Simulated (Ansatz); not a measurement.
Isolated molecules relaxed with PBE0-D4/def2-TZVP in Ansatz; ΔE leaves out vibrations. CBS: MP2 limit from def2 TZ/QZ plus the TZ coupled-cluster correction, frozen cores. This one scheme is used for every species. Functionals use def2-TZVPP. B3LYP here is the variant with VWN-RPA as its local correlation; programs differ in this. HSE06 is defined as in plane-wave codes. Triplets are unrestricted, without spin–orbit coupling. For Ge outer-core shells are correlated without core-valence functions, which leaves a few kJ/mol of doubt a bond. Scalar relativity is left out up to krypton. Each species was taken in one conformer, which may not be the lowest.

Consider the formal loss of a carbene: `C=C[CH2][GeH3]` → `C=[CH][GeH3]` + `[CH2]` (triplet).

`C=C[CH2][GeH3]`:

Z-matrix (Å, degrees):
```
C
C 1 1.485
Ge 1 1.972 2 111.2
H 1 1.092 2 111.4 3 -120.3
H 1 1.094 2 111.3 3 119.1
C 2 1.328 1 125.4 3 106.3
H 2 1.089 1 115.9 3 -71.9
H 3 1.539 1 109.6 2 54.3
H 3 1.540 1 110.3 2 174.2
H 3 1.537 1 109.5 2 -65.3
H 6 1.086 2 121.5 1 1.7
H 6 1.083 2 121.4 1 -178.3
```

`C=[CH][GeH3]`:

Cartesian coordinates in Å:
```
C 1.415 -0.665 0.208
C 0.457 -0.194 -0.581
Ge -1.198 0.554 0.095
H 1.324 -0.658 1.290
H 2.336 -1.081 -0.192
H 0.603 -0.226 -1.659
H -1.355 2.017 -0.356
H -1.174 0.490 1.631
H -2.407 -0.238 -0.435
```

`[CH2]` (triplet):

Cartesian coordinates in Å:
```
C 0.143 -0.191 -0.139
H -0.898 -0.453 -0.026
H 0.755 0.643 0.165
```

```
             level  ΔE (eV)  difference from CCSD(T)/CBS
       LDA (SPW92)     5.43                         0.81
            PBE-D4     4.71                         0.09
         revPBE-D4     4.58                        -0.04
           BLYP-D4     4.56                        -0.06
         r2SCAN-D4     4.41                        -0.21
            B97M-V     4.64                         0.02
           PBE0-D4     4.62                         0.00
          B3LYP-D4     4.56                        -0.06
        r2SCANh-D4     4.39                        -0.23
          HSE06-D4     4.63                         0.01
          BHLYP-D4     4.43                        -0.19
      CAM-B3LYP-D4     4.59                        -0.03
           ωB97X-V     4.72                         0.10
           ωB97M-V     4.64                         0.02
            B2PLYP     4.52                        -0.10
          PBE-QIDH     4.60                        -0.02
               PBE     4.64                         0.02
            revPBE     4.37                        -0.25
              BLYP     4.41                        -0.21
            r2SCAN     4.39                        -0.23
             B3LYP     4.45                        -0.17
           r2SCANh     4.37                        -0.25
             HSE06     4.57                        -0.05
             BHLYP     4.35                        -0.27
         CAM-B3LYP     4.53                        -0.09
           LC-ωPBE     4.50                        -0.12
RPA@PBE/def2-TZVPP     4.41                        -0.21
      MP2/def2-SVP     4.55                        -0.07
     CCSD/def2-SVP     4.34                        -0.28
     HF/def2-TZVPP     3.06                        -1.56
    MP2/def2-TZVPP     4.65                         0.03
SCS-MP2/def2-TZVPP     4.64                         0.02
   CCSD/def2-TZVPP     4.38                        -0.24
CCSD(T)/def2-TZVPP     4.50                        -0.12
     HF/def2-QZVPP     3.06                        -1.56
    MP2/def2-QZVPP     4.73                         0.11
SCS-MP2/def2-QZVPP     4.72                         0.10
      HF/CBS(def2)     3.06                        -1.56
     MP2/CBS(def2)     4.78                         0.16
    CCSD/CBS(def2)     4.51                        -0.11
       CCSD(T)/CBS     4.62                            0
```

Largest T1 diagnostic among the species: 0.012.

From PBE to PBE0 (25 % exact exchange), in def2-TZVPP and without D4, ΔE moves by −0.08 eV. Leaving LDA and LC-ωPBE aside and taking each functional with its dispersion term where it has one, the values, not all of them listed here, spread over 0.35 eV, from r2SCAN0-D4 to ωB97X-V. LDA lies +0.79 eV from PBE without D4. The D4 term adds +0.11 eV with B3LYP and +0.06 eV with PBE0; it sums over pairs of atoms, weighted by their polarisabilities, and B3LYP, whose exchange is more repulsive, gets the larger term.
